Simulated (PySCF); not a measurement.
# Core-level binding energies of `[CH3][GeH2][S][GeH2][PH2]`

CH₉Ge₂PS.
Structure used (PBE0-D3(BJ)/def2-SVP), in Å, numbered top down from 1:
```
atom  x, y, z in Å
C1    -2.340    0.807   -0.255
Ge2   -1.462   -0.402    0.996
S3     0.675    0.191    1.315
Ge4    1.507   -0.332   -0.688
P5     3.814   -0.122   -0.629
H6    -3.399    0.530   -0.367
H7    -2.276    1.839    0.117
H8    -1.857    0.757   -1.241
H9    -2.100   -0.329    2.394
H10   -1.495   -1.852    0.469
H11    0.947    0.615   -1.771
H12    1.123   -1.782   -1.045
H13    3.918   -0.787    0.630
H14    3.753    1.176   -0.036
```

Method used: delta-SCF UKS SCAN, pcX-2 on the ionised atom, pcseg-1 elsewhere, spin-free X2C in PySCF. These are vertical core ionisation energies against the vacuum level, from separate self-consistent calculations with and without the core hole.

Task: List the computed XPS lines with their assignment.

Result: 
```tsv
atom(s)	bonded to	level	binding energy (eV)	2p1/2 (eV)	count
S3	2 Ge	S 1s	2475.92	–	1
P5	2 H and Ge	P 1s	2149.86	–	1
C1	3 H and Ge	C 1s	290.35	–	1
P5	2 H and Ge	P 2p3/2	136.33	137.22	1
```

Task: What is the longest wavelength that can ionise C 1s of C1 vertically?

Result: λ = hc/E = 12398.42 eV Å / 290.35 eV = 42.702 Å.

Task: Give the binding energy of C 1s of C1 in hartree and in kJ/mol.

Result: 290.35 eV = 10.6702 Eh = 28015 kJ/mol.

Not every level is listed. 2p3/2 and 2p1/2 are the ΔSCF energy of one spin-free 2p hole plus the eigenvalues of a spin–orbit and ligand-field matrix of the shell. 2p1/2 minus 2p3/2 (ligand field included): P 0.89 eV. No level of germanium is listed. The structure is a single PBE0-D3(BJ)/def2-SVP conformer in the gas phase; no vibrational or solvent corrections.

Hardware: one thread, Arm Neoverse V1, no GPU, on a shared host. Cost: 50 s of wall time.
